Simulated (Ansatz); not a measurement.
Program: Ansatz. Geometries: PBE0-D4/def2-TZVP. ΔE: electronic, gas phase. CCSD(T)/CBS is the MP2 limit (def2-TZVPP, def2-QZVPP) plus CCSD(T) − MP2 in def2-TZVPP, frozen cores. This one scheme is used for every species. DFT in def2-TZVPP. B3LYP here is the variant with VWN-RPA as its local correlation; programs differ in this. HSE06 is defined as in plane-wave codes. def2 core potentials past Kr. For I outer-core shells are correlated without core-valence functions, which leaves a few kJ/mol of doubt a bond.

`C[Si](F)([SiH3])Cl` + HI → `C[Si](F)(Cl)I` + SiH₄  (cleavage of the Si–Si bond)

| level | ΔE (kcal/mol) | difference from CCSD(T)/CBS |
| --- | --- | --- |
| LDA (SPW92) | -19.0 | 3.7 |
| PBE-D4 | -19.3 | 3.4 |
| revPBE-D4 | -19.6 | 3.1 |
| BLYP-D4 | -20.3 | 2.4 |
| r2SCAN-D4 | -21.5 | 1.2 |
| B97M-V | -20.3 | 2.4 |
| PBE0-D4 | -20.4 | 2.3 |
| B3LYP-D4 | -21.1 | 1.6 |
| r2SCANh-D4 | -21.8 | 0.9 |
| r2SCAN0-D4 | -22.1 | 0.6 |
| HSE06-D4 | -20.5 | 2.2 |
| BHLYP-D4 | -22.7 | 0.0 |
| CAM-B3LYP-D4 | -21.0 | 1.7 |
| ωB97X-V | -21.1 | 1.6 |
| ωB97M-V | -22.6 | 0.1 |
| B2PLYP | -22.0 | 0.7 |
| PBE-QIDH | -22.5 | 0.2 |
| PBE | -19.0 | 3.7 |
| revPBE | -18.9 | 3.8 |
| BLYP | -19.5 | 3.2 |
| r2SCAN | -21.6 | 1.1 |
| PBE0 | -20.2 | 2.5 |
| B3LYP | -20.5 | 2.2 |
| r2SCANh | -21.8 | 0.9 |
| HSE06 | -20.3 | 2.4 |
| BHLYP | -21.9 | 0.8 |
| CAM-B3LYP | -20.7 | 2.0 |
| LC-ωPBE | -20.3 | 2.4 |
| RPA@PBE/def2-TZVPP | -20.3 | 2.4 |
| MP2/def2-SVP | -22.8 | -0.1 |
| CCSD/def2-SVP | -20.1 | 2.6 |
| HF/def2-TZVPP | -23.3 | -0.6 |
| MP2/def2-TZVPP | -24.8 | -2.1 |
| SCS-MP2/def2-TZVPP | -23.7 | -1.0 |
| CCSD/def2-TZVPP | -21.0 | 1.7 |
| CCSD(T)/def2-TZVPP | -21.1 | 1.6 |
| MP2/def2-QZVPP | -25.8 | -3.1 |
| SCS-MP2/def2-QZVPP | -24.6 | -1.9 |
| HF/CBS(def2) | -23.4 | -0.7 |
| MP2/CBS(def2) | -26.4 | -3.7 |
| CCSD(T)/CBS | -22.7 | 0 |

Largest T1 diagnostic among the species: 0.011.

At CCSD(T), def2-SVP lies +2.6 kcal/mol from the extrapolated value and def2-TZVPP +1.6 kcal/mol. From BLYP to BHLYP (50 % exact exchange), in def2-TZVPP and without D4, ΔE moves by −2.3 kcal/mol.

CCSD(T)/CBS has its own doubt, a few kJ/mol and more with outer-core shells, so smaller differences from it don't rank the levels.
